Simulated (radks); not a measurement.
The indium ion In+ inside a hard spherical wall (all orbitals vanish at R), configuration held at [Kr] 4d10 5s2 and not refilled when levels cross. All-electron calculation, scalar-relativistic Kohn-Sham, PBE, spin-unpolarised, spherical densities, point nucleus. Program: a radial shooting solver on a logarithmic mesh with Libxc functionals. Eigenvalues in eV, with the zero of energy where the potential of the charges vanishes at infinity; a dash marks a level that is unbound or too diffuse for the functional's potential to be trusted. A positive occupied level is held by the wall or, in an anion where self-interaction has pushed it up, behind a barrier. The pressure on the wall is -dE/dV.

R (bohr),E (hartree),kinetic (hartree),e(4s),e(4p),e(4d),e(5s),"e(5p, empty)","e(6s, empty)",pressure (GPa)
free,-5881.43891,6130.374,-127.12,-85.599,-26.073,-14.925,-8.431,-,0
15,-5881.43891,6130.374,-127.12,-85.599,-26.073,-14.925,-8.431,-,< 0.0001
12,-5881.43891,6130.374,-127.12,-85.599,-26.073,-14.925,-8.431,-3.557,< 0.0001
8,-5881.43870,6130.377,-127.11,-85.586,-26.060,-14.913,-8.377,-2.065,0.0137
7,-5881.43767,6130.388,-127.06,-85.539,-26.015,-14.869,-8.240,-0.457,0.103
6,-5881.43207,6130.437,-126.89,-85.361,-25.844,-14.681,-7.799,2.936,0.746
5,-5881.40323,6130.634,-126.30,-84.774,-25.283,-13.955,-6.430,10.493,5.45
4,-5881.25456,6131.440,-124.45,-82.959,-23.563,-11.176,-2.051,29.012,45.1
3.5,-5881.00502,6132.640,-122.27,-80.828,-21.532,-7.370,3.346,48.350,146
2.5,-5878.46520,6143.511,-109.06,-68.073,-8.522,21.231,39.375,152.15,2400
2,-5871.91586,6169.315,-88.674,-47.747,14.257,77.344,103.81,306.10,14100
